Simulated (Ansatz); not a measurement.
Digermane + `NB(O)Cl` → `NB(Cl)[O][GeH3]` + GeH₄  (cleavage of the Ge–Ge bond)

Isolated molecules relaxed with PBE0-D4/def2-TZVP in Ansatz; ΔE leaves out vibrations. CCSD(T)/CBS adds triple-zeta CCSD(T) − MP2 to the extrapolated MP2 energy (def2 sets, frozen cores). Functionals use def2-TZVPP. For Ge outer-core shells are correlated without core-valence functions, which leaves a few kJ/mol of doubt a bond. Scalar relativity is left out up to krypton. Each species was taken in one conformer, which may not be the lowest.

```
           level  ΔE (kJ/mol)
     LDA (SPW92)         29.0
          PBE-D4         27.3
          B97M-V          4.5
CCSD(T)/def2-SVP          7.2
```

(1) What does CCSD(T)/CBS give? (An estimate is asked.)

Largest T1 diagnostic among the species: 0.012.

Results:

(1) The calculation gave: +14.9 kJ/mol. The listed levels differ from it by 14.1, 12.4, -10.4, -7.7 kJ/mol.

In def2-TZVPP, CCSD(T) changes the Hartree–Fock value by +13.6 kJ/mol (the triples alone add −0.0 kJ/mol) and MP2 by +13.0 kJ/mol. Leaving LDA and LC-ωPBE aside and taking each functional with its dispersion term where it has one, the values spread over 22.8 kJ/mol, from B97M-V to PBE-D4. At CCSD(T), def2-SVP lies −7.7 kJ/mol from the extrapolated value and def2-TZVPP −4.3 kJ/mol.
